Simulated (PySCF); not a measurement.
Al(Cl)(H)(iPr) (C3H8AlCl), SMILES C[CH](C)[AlH][Cl]. Atoms are numbered in the order given.

```xyz
13

Al     0.4523    -0.7119     0.4614
Cl     0.0115     0.4525     2.1721
H      1.0130    -2.1701     0.7270
C      0.1956     0.0786    -1.3177
C     -0.7503     1.2789    -1.3404
C     -0.1813    -0.9787    -2.3591
H      1.2133     0.4452    -1.5713
H     -0.7719     1.7536    -2.3373
H     -1.7860     0.9818    -1.1050
H     -0.4640     2.0505    -0.6093
H      0.5187    -1.8301    -2.3706
H     -0.1933    -0.5530    -3.3780
H     -1.1892    -1.3886    -2.1761
```
Charge 0, spin multiplicity 1.

Coordinates come from a PBE0-D3(BJ)/def2-SVP optimisation. One conformer was computed; it need not be the lowest.

The numbers are results of PySCF with TDA-PBE/def2-SVPD, not measurements.

Vertical excitations. Isolated molecule, no solvent.

Computed excitation energies, oscillator strengths and character:
| state | energy (eV) | λ (nm) | f | main pairs |
|---|---|---|---|---|
| S1 | 4.36 | 284 | 0.000 | HOMO→LUMO 100 % |
| S2 | 5.70 | 217 | 0.038 | HOMO→LUMO+1 79 %, HOMO−1→LUMO 15 % |
| S3 | 5.73 | 216 | 0.009 | HOMO−1→LUMO 82 %, HOMO→LUMO+1 14 % |
| S4 | 6.23 | 199 | 0.017 | HOMO−3→LUMO 44 %, HOMO−2→LUMO 32 %, HOMO−4→LUMO 10 %, HOMO→LUMO+2 10 % |
| S5 | 6.27 | 198 | 0.014 | HOMO→LUMO+2 86 % |
| S6 | 6.36 | 195 | 0.026 | HOMO−3→LUMO 28 %, HOMO−2→LUMO 27 %, HOMO−4→LUMO 20 %, HOMO−5→LUMO 18 % |
| S7 | 6.36 | 195 | 0.011 | HOMO−5→LUMO 34 %, HOMO−2→LUMO 28 %, HOMO−4→LUMO 25 %, HOMO−3→LUMO 10 % |
| S8 | 6.48 | 191 | 0.017 | HOMO−5→LUMO 45 %, HOMO−4→LUMO 43 % |
| S9 | 6.88 | 180 | 0.078 | HOMO→LUMO+3 52 %, HOMO−1→LUMO+1 42 % |
| S10 | 6.98 | 178 | 0.143 | HOMO−1→LUMO+1 54 %, HOMO→LUMO+3 35 % |
| T1 | 4.05 | 306 | 0 | HOMO→LUMO 100 % |
| T2 | 5.22 | 238 | 0 | HOMO→LUMO+1 98 % |
| T3 | 5.46 | 227 | 0 | HOMO−1→LUMO 91 % |
| T4 | 5.68 | 218 | 0 | HOMO−2→LUMO 97 % |
Triplets are in the Tamm–Dancoff approximation.
